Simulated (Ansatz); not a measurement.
AlH-, multiplicity 2 (lowest of 2S+1 = 2, 4 at CCSD(T)/def2-TZVPP on PBE0 minima; our sources give no spin for the ground state, which may be another), most abundant isotopes (1.0078 and 26.9815 u). Constants from fifth-degree fits in 1/R to seven points on the lowest solution found; no spin–orbit coupling, no relativity up to Kr; ω_e x_e and α_e move by some per cent with the fit.

Correlated levels freeze the cores. CBS: X⁻³ extrapolation of the correlation energy, Hartree–Fock from the larger set.

Programs: Ansatz (a program for electronic structure). Values without a source in brackets are computed.

| level | r_e (Å) | ω_e (cm⁻¹) | ω_e x_e (cm⁻¹) | α_e (cm⁻¹) |
|---|---|---|---|---|
| PBE/def2-TZVPP | 1.7267 | 1380.5 | 32.6 | 0.222 |
| CCSD(T)/CBS(aug-cc-pV(T+d)Z, aug-cc-pV(Q+d)Z) | 1.6848 | 1518.4 | 36.7 | 0.224 |

**Question.** Derive the rotational constants, the centrifugal constant, the fundamental, the zero-point energy and the force constant.

**Answer.** 
μ = 0.97154 u.
- PBE/def2-TZVPP: B_e = 16.8576/(μ r_e²) = 5.8200 cm⁻¹; B₀ = B_e − α_e/2 = 5.7092 cm⁻¹; D = 4B_e³/ω_e² = 4.14e-04 cm⁻¹; fundamental ω_e − 2ω_e x_e = 1315 cm⁻¹; zero-point energy ω_e/2 − ω_e x_e/4 = 682 cm⁻¹; k = μ(2πcω_e)² = 109 N/m
- CCSD(T)/CBS(aug-cc-pV(T+d)Z, aug-cc-pV(Q+d)Z): B_e = 16.8576/(μ r_e²) = 6.1130 cm⁻¹; B₀ = B_e − α_e/2 = 6.0010 cm⁻¹; D = 4B_e³/ω_e² = 3.96e-04 cm⁻¹; fundamental ω_e − 2ω_e x_e = 1445 cm⁻¹; zero-point energy ω_e/2 − ω_e x_e/4 = 750 cm⁻¹; k = μ(2πcω_e)² = 132 N/m
